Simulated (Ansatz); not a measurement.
Molecular dynamics of C₂H₁₁NOSi₂

Input file:

```yaml
crystal:
  periodic: [false, false, false]
  atoms:
    - { symbol: Si, position_ang: [-0.045507, -0.0506, -0.111073] }
    - { symbol: O, position_ang: [0.228085, -0.273499, 1.545456] }
    - { symbol: Si, position_ang: [-1.148252, -0.378922, 2.527284] }
    - { symbol: H, position_ang: [-1.996919, -1.494499, 2.155605] }
    - { symbol: H, position_ang: [-0.683601, -0.568728, 3.881249] }
    - { symbol: H, position_ang: [-1.954338, 0.824958, 2.464085] }
    - { symbol: "N", position_ang: [1.494065, 0.02928, -0.950921] }
    - { symbol: C, position_ang: [2.299763, -1.216824, -0.944123] }
    - { symbol: H, position_ang: [1.662512, -2.068517, -1.229415] }
    - { symbol: H, position_ang: [3.115695, -1.136752, -1.682327] }
    - { symbol: H, position_ang: [2.762299, -1.448277, 0.037024] }
    - { symbol: C, position_ang: [2.344754, 1.202771, -0.632513] }
    - { symbol: H, position_ang: [3.160615, 1.282594, -1.370808] }
    - { symbol: H, position_ang: [1.740372, 2.121608, -0.689783] }
    - { symbol: H, position_ang: [2.811002, 1.161172, 0.373006] }
    - { symbol: H, position_ang: [-0.741995, 1.195966, -0.362889] }
    - { symbol: H, position_ang: [-0.788052, -1.162531, -0.671957] }
basis:
  gaussian: { orbitals: STO-3G }
hamiltonian:
  xc: pbe0
  dispersion: d4
md:
  timestep: 0.5
  n_steps: 100
  ensemble: nvt_nose_hoover
  temperature: 700.0
  initial_velocities: maxwell_boltzmann
  seed: 740147
  nose_hoover: { tau: 20.0, chain_length: 3 }
  masses: [{ species: H, mass: 10.0 }]
```

Command:

```bash
$ ansatz run input.yaml --threads 1 --pin off --max-ram 2048MiB --backend cpu --events-out ev --progress --plain --runs-dir out
```

It starts from a relaxed structure.

Output, in part (one step line in 2, the closing report, with atoms numbered from 0):

```
md step     0: t =     0.00 fs  T =   700.0 K  F+E_penalty+E_count = -21278.43878044 eV  E_kin = 1.357230 eV  conserved = -21277.08155045 eV  (21 SCF iters)
md step     2: t =     1.00 fs  T =   684.5 K  F+E_penalty+E_count = -21278.40860669 eV  E_kin = 1.327187 eV  conserved = -21277.08143342 eV  (25 SCF iters)
md step     4: t =     2.00 fs  T =   641.6 K  F+E_penalty+E_count = -21278.32489410 eV  E_kin = 1.243923 eV  conserved = -21277.08116300 eV  (25 SCF iters)
md step     6: t =     3.00 fs  T =   579.8 K  F+E_penalty+E_count = -21278.20419365 eV  E_kin = 1.124251 eV  conserved = -21277.08080615 eV  (26 SCF iters)
md step     8: t =     4.00 fs  T =   510.8 K  F+E_penalty+E_count = -21278.06840501 eV  E_kin = 0.990324 eV  conserved = -21277.08045555 eV  (21 SCF iters)
md step    10: t =     5.00 fs  T =   445.5 K  F+E_penalty+E_count = -21277.93909451 eV  E_kin = 0.863858 eV  conserved = -21277.08019680 eV  (20 SCF iters)
md step    12: t =     6.00 fs  T =   392.4 K  F+E_penalty+E_count = -21277.83223640 eV  E_kin = 0.760884 eV  conserved = -21277.08007855 eV  (20 SCF iters)
md step    14: t =     7.00 fs  T =   355.3 K  F+E_penalty+E_count = -21277.75518717 eV  E_kin = 0.688818 eV  conserved = -21277.08009863 eV  (21 SCF iters)
md step    16: t =     8.00 fs  T =   333.5 K  F+E_penalty+E_count = -21277.70676360 eV  E_kin = 0.646623 eV  conserved = -21277.08021153 eV  (21 SCF iters)
md step    18: t =     9.00 fs  T =   323.6 K  F+E_penalty+E_count = -21277.67989036 eV  E_kin = 0.627458 eV  conserved = -21277.08035525 eV  (23 SCF iters)
md step    20: t =    10.00 fs  T =   321.0 K  F+E_penalty+E_count = -21277.66530871 eV  E_kin = 0.622317 eV  conserved = -21277.08047720 eV  (21 SCF iters)
md step    22: t =    11.00 fs  T =   321.4 K  F+E_penalty+E_count = -21277.65483313 eV  E_kin = 0.623208 eV  conserved = -21277.08054685 eV  (21 SCF iters)
md step    24: t =    12.00 fs  T =   322.4 K  F+E_penalty+E_count = -21277.64332109 eV  E_kin = 0.625083 eV  conserved = -21277.08055704 eV  (22 SCF iters)
md step    26: t =    13.00 fs  T =   323.1 K  F+E_penalty+E_count = -21277.62924189 eV  E_kin = 0.626411 eV  conserved = -21277.08051816 eV  (21 SCF iters)
md step    28: t =    14.00 fs  T =   324.2 K  F+E_penalty+E_count = -21277.61413035 eV  E_kin = 0.628682 eV  conserved = -21277.08045224 eV  (21 SCF iters)
md step    30: t =    15.00 fs  T =   327.6 K  F+E_penalty+E_count = -21277.60129214 eV  E_kin = 0.635177 eV  conserved = -21277.08038659 eV  (20 SCF iters)
md step    32: t =    16.00 fs  T =   334.9 K  F+E_penalty+E_count = -21277.59410661 eV  E_kin = 0.649308 eV  conserved = -21277.08034961 eV  (21 SCF iters)
md step    34: t =    17.00 fs  T =   347.0 K  F+E_penalty+E_count = -21277.59427695 eV  E_kin = 0.672860 eV  conserved = -21277.08036031 eV  (22 SCF iters)
md step    36: t =    18.00 fs  T =   363.4 K  F+E_penalty+E_count = -21277.60048088 eV  E_kin = 0.704548 eV  conserved = -21277.08042496 eV  (22 SCF iters)
md step    38: t =    19.00 fs  T =   381.4 K  F+E_penalty+E_count = -21277.60791252 eV  E_kin = 0.739414 eV  conserved = -21277.08053030 eV  (21 SCF iters)
md step    40: t =    20.00 fs  T =   396.9 K  F+E_penalty+E_count = -21277.60912822 eV  E_kin = 0.769532 eV  conserved = -21277.08063885 eV  (23 SCF iters)
md step    42: t =    21.00 fs  T =   405.5 K  F+E_penalty+E_count = -21277.59629690 eV  E_kin = 0.786216 eV  conserved = -21277.08069923 eV  (27 SCF iters)
md step    44: t =    22.00 fs  T =   404.0 K  F+E_penalty+E_count = -21277.56441322 eV  E_kin = 0.783370 eV  conserved = -21277.08066194 eV  (26 SCF iters)
md step    46: t =    23.00 fs  T =   392.5 K  F+E_penalty+E_count = -21277.51448668 eV  E_kin = 0.760951 eV  conserved = -21277.08050104 eV  (26 SCF iters)
md step    48: t =    24.00 fs  T =   375.0 K  F+E_penalty+E_count = -21277.45533469 eV  E_kin = 0.727071 eV  conserved = -21277.08023256 eV  (26 SCF iters)
md step    50: t =    25.00 fs  T =   359.6 K  F+E_penalty+E_count = -21277.40266342 eV  E_kin = 0.697295 eV  conserved = -21277.07992566 eV  (21 SCF iters)
md step    52: t =    26.00 fs  T =   356.1 K  F+E_penalty+E_count = -21277.37482771 eV  E_kin = 0.690428 eV  conserved = -21277.07968824 eV  (21 SCF iters)
md step    54: t =    27.00 fs  T =   372.2 K  F+E_penalty+E_count = -21277.38614939 eV  E_kin = 0.721696 eV  conserved = -21277.07962414 eV  (21 SCF iters)
md step    56: t =    28.00 fs  T =   410.5 K  F+E_penalty+E_count = -21277.44040907 eV  E_kin = 0.795943 eV  conserved = -21277.07977903 eV  (21 SCF iters)
md step    58: t =    29.00 fs  T =   466.4 K  F+E_penalty+E_count = -21277.52785158 eV  E_kin = 0.904281 eV  conserved = -21277.08010664 eV  (21 SCF iters)
md step    60: t =    30.00 fs  T =   529.3 K  F+E_penalty+E_count = -21277.62766299 eV  E_kin = 1.026250 eV  conserved = -21277.08048961 eV  (22 SCF iters)
md step    62: t =    31.00 fs  T =   586.2 K  F+E_penalty+E_count = -21277.71488860 eV  E_kin = 1.136621 eV  conserved = -21277.08080003 eV  (26 SCF iters)
md step    64: t =    32.00 fs  T =   625.9 K  F+E_penalty+E_count = -21277.76839816 eV  E_kin = 1.213517 eV  conserved = -21277.08095136 eV  (26 SCF iters)
md step    66: t =    33.00 fs  T =   641.8 K  F+E_penalty+E_count = -21277.77651262 eV  E_kin = 1.244370 eV  conserved = -21277.08092345 eV  (26 SCF iters)
md step    68: t =    34.00 fs  T =   633.4 K  F+E_penalty+E_count = -21277.73875758 eV  E_kin = 1.228005 eV  conserved = -21277.08074802 eV  (26 SCF iters)
md step    70: t =    35.00 fs  T =   605.1 K  F+E_penalty+E_count = -21277.66425371 eV  E_kin = 1.173202 eV  conserved = -21277.08048413 eV  (26 SCF iters)
md step    72: t =    36.00 fs  T =   564.9 K  F+E_penalty+E_count = -21277.56823705 eV  E_kin = 1.095213 eV  conserved = -21277.08019319 eV  (27 SCF iters)
md step    74: t =    37.00 fs  T =   521.9 K  F+E_penalty+E_count = -21277.46821159 eV  E_kin = 1.011826 eV  conserved = -21277.07992441 eV  (26 SCF iters)
md step    76: t =    38.00 fs  T =   484.8 K  F+E_penalty+E_count = -21277.38072425 eV  E_kin = 0.940034 eV  conserved = -21277.07970995 eV  (20 SCF iters)
md step    78: t =    39.00 fs  T =   461.0 K  F+E_penalty+E_count = -21277.31914846 eV  E_kin = 0.893763 eV  conserved = -21277.07956968 eV  (22 SCF iters)
md step    80: t =    40.00 fs  T =   455.2 K  F+E_penalty+E_count = -21277.29235401 eV  E_kin = 0.882525 eV  conserved = -21277.07951245 eV  (20 SCF iters)
md step    82: t =    41.00 fs  T =   469.7 K  F+E_penalty+E_count = -21277.30395090 eV  E_kin = 0.910639 eV  conserved = -21277.07954382 eV  (20 SCF iters)
md step    84: t =    42.00 fs  T =   503.8 K  F+E_penalty+E_count = -21277.35188978 eV  E_kin = 0.976773 eV  conserved = -21277.07966149 eV  (20 SCF iters)
md step    86: t =    43.00 fs  T =   553.9 K  F+E_penalty+E_count = -21277.42856631 eV  E_kin = 1.073915 eV  conserved = -21277.07985053 eV  (20 SCF iters)
md step    88: t =    44.00 fs  T =   613.9 K  F+E_penalty+E_count = -21277.52180452 eV  E_kin = 1.190205 eV  conserved = -21277.08007411 eV  (25 SCF iters)
md step    90: t =    45.00 fs  T =   676.1 K  F+E_penalty+E_count = -21277.61699680 eV  E_kin = 1.310926 eV  conserved = -21277.08028336 eV  (26 SCF iters)
md step    92: t =    46.00 fs  T =   733.1 K  F+E_penalty+E_count = -21277.70008812 eV  E_kin = 1.421462 eV  conserved = -21277.08043206 eV  (26 SCF iters)
md step    94: t =    47.00 fs  T =   778.9 K  F+E_penalty+E_count = -21277.76043474 eV  E_kin = 1.510254 eV  conserved = -21277.08049772 eV  (26 SCF iters)
md step    96: t =    48.00 fs  T =   810.0 K  F+E_penalty+E_count = -21277.79226013 eV  E_kin = 1.570470 eV  conserved = -21277.08049433 eV  (26 SCF iters)
md step    98: t =    49.00 fs  T =   825.0 K  F+E_penalty+E_count = -21277.79394655 eV  E_kin = 1.599516 eV  conserved = -21277.08046348 eV  (22 SCF iters)
md step   100: t =    50.00 fs  T =   823.6 K  F+E_penalty+E_count = -21277.76567058 eV  E_kin = 1.596846 eV  conserved = -21277.08044404 eV  (22 SCF iters)
Total energy: -21277.76569280 eV, -781.9434666230 hartree
Atom 0 at    -0.078081     0.067426    -0.155246 Å, force     0.205841    -1.034973     1.053527 eV/Å
Atom 1 at     0.131051    -0.303402     1.467995 Å, force     0.392599     0.358225     0.749878 eV/Å
Atom 2 at    -1.130606    -0.428097     2.560258 Å, force    -1.897993     0.526529     0.673494 eV/Å
Atom 3 at    -1.916198    -1.666360     2.344106 Å, force     0.490492     0.574067     0.077372 eV/Å
Atom 4 at    -0.672791    -0.416140     3.964257 Å, force     0.162746    -0.133965    -0.884835 eV/Å
Atom 5 at    -2.141170     0.700514     2.501900 Å, force     1.046700    -0.983275    -0.183644 eV/Å
Atom 6 at     1.505137    -0.031664    -0.839207 Å, force     0.057803    -1.253106    -1.020951 eV/Å
Atom 7 at     2.343714    -1.281094    -0.902967 Å, force     0.232521     2.083590    -2.944091 eV/Å
Atom 8 at     2.028595    -2.099539    -1.575290 Å, force    -1.211960     0.103180     0.497293 eV/Å
Atom 9 at     3.261536    -0.963922    -1.458183 Å, force    -0.050747    -0.157829     1.026891 eV/Å
Atom 10 at     2.573950    -1.647079     0.060275 Å, force     0.744224    -1.007332     1.868838 eV/Å
Atom 11 at     2.346299     1.161409    -0.693171 Å, force    -0.718945    -0.156517     1.975487 eV/Å
Atom 12 at     3.097114     1.156982    -1.453922 Å, force     1.102351     0.280235    -1.013364 eV/Å
Atom 13 at     1.692322     2.035893    -0.797031 Å, force     0.197874     0.351253    -0.063424 eV/Å
Atom 14 at     2.857251     1.220054     0.317107 Å, force    -0.285186     0.088691    -0.837725 eV/Å
Atom 15 at    -0.559748     1.386451    -0.391122 Å, force    -0.245568     0.614134    -0.135638 eV/Å
Atom 16 at    -1.006253    -0.933148    -0.585980 Å, force    -0.222752    -0.252904    -0.839110 eV/Å
Dipole moment:     0.025696     0.046377    -0.113172 e Å
```

All steps were run. The conserved energy stayed within 0.12 meV per atom of its start (net change 0.065 meV per atom), so the integration is sound. The mean temperature of the second half is 18 % below the set value. A run of 0.05 ps of so small a system gives no equilibrium averages. Limits of this set-up: minimal basis.

The same pairs are bonded in the first frame and the last. Pairs count as bonded within 1.25 times the sum of covalent radii (0.12 Å more for H–H).

Last frame:

```xyz
17
Properties=species:S:1:pos:R:3
Si -0.078 0.067 -0.155
O 0.131 -0.303 1.468
Si -1.131 -0.428 2.560
H -1.916 -1.666 2.344
H -0.673 -0.416 3.964
H -2.141 0.701 2.502
N 1.505 -0.032 -0.839
C 2.344 -1.281 -0.903
H 2.029 -2.099 -1.575
H 3.261 -0.964 -1.458
H 2.574 -1.647 0.060
C 2.346 1.161 -0.693
H 3.097 1.157 -1.454
H 1.692 2.036 -0.797
H 2.857 1.220 0.317
H -0.560 1.387 -0.391
H -1.006 -0.933 -0.586
```

Run time: 6.3 min on 1 thread of Arm Neoverse V2 (shared host), peak memory 0.13 GiB.
